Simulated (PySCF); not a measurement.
Predicted spectroscopic data

Method: coordinates at the GFN2-xTB level, σ from GIAO-PBE0/pcSseg-1, in PySCF 2.14 (a single conformation, isolated molecule, rapidly exchanging positions averaged, no relativistic terms).

References, each an isolated molecule treated in the same way: $^{1}$H, $^{13}$C against TMS. Where no couplings were computed, multiplicities follow the n + 1 count of equivalent neighbours, and m marks all less simple cases (inequivalent or close neighbours, rings, F or P nearby). Shifts are as computed. Against solution values, carbons near 30 ppm lie about +3 ppm off and those near 130 ppm about +5 ppm. Of 1211 compounds with measured shifts, 218 miss one by over three times the rms of a fit or turn the order of signals round; such compounds aren't used in these exercises.

Compound 1 (C5H4N4). $^{1}$H NMR (500 MHz, computed): δ 9.35 (s, 1H), 2.61 (s, 3H). $^{13}$C{$^{1}$H} NMR (computed): δ 154.0 (CH), 143.5 (C), 141.1 (C), 120.0 (C), 18.2 (CH3). Structure: `Cc1cnnnc1C#N`.

Compound 2 (C6H6O). $^{1}$H NMR (500 MHz, computed): δ 8.70 (s, 1H), 4.40 (m, 1H), 4.29 (m, 1H), 2.64 (s, 3H). $^{13}$C{$^{1}$H} NMR (computed): δ 190.9, 154.1, 143.3, 125.0, 70.3, 37.8. Structure: `C=C1C=C1C(C)=O`.
